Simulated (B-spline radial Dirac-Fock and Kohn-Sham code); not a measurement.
# What relativity does to the binding energies of Sr⁵⁺

System: Sr⁵⁺ in the configuration [Ar] 3d10 4s2 4p3.

Both columns are ΔSCF binding energies of the configuration average from a radial atomic solver: non-relativistic Hartree-Fock with a point nucleus, and Dirac-Fock with a finite nucleus and the Coulomb interaction alone, averaged over the two j levels with weights 2j+1.

```csv
shell,Hartree-Fock (eV),Dirac-Fock (eV),shift (eV),shift (%)
1s,15901.4,16225.0,+323.65,+2.04
2s,2230.8,2305.5,+74.72,+3.35
3s,426.1,439.5,+13.43,+3.15
3d,213.7,211.3,-2.50,-1.17
4s,105.9,107.9,+2.03,+1.91
4p,86.22,86.56,+0.34,+0.40
```

Relativity binds 1s, 2s, 3s, 4s, 4p more strongly, among those listed most of all 2s in relative terms, and 3d more weakly, because the contracted s and p shells screen the nucleus better.

Values without a named source are computed, but for edge energies of neutral atoms, which are taken from tables.
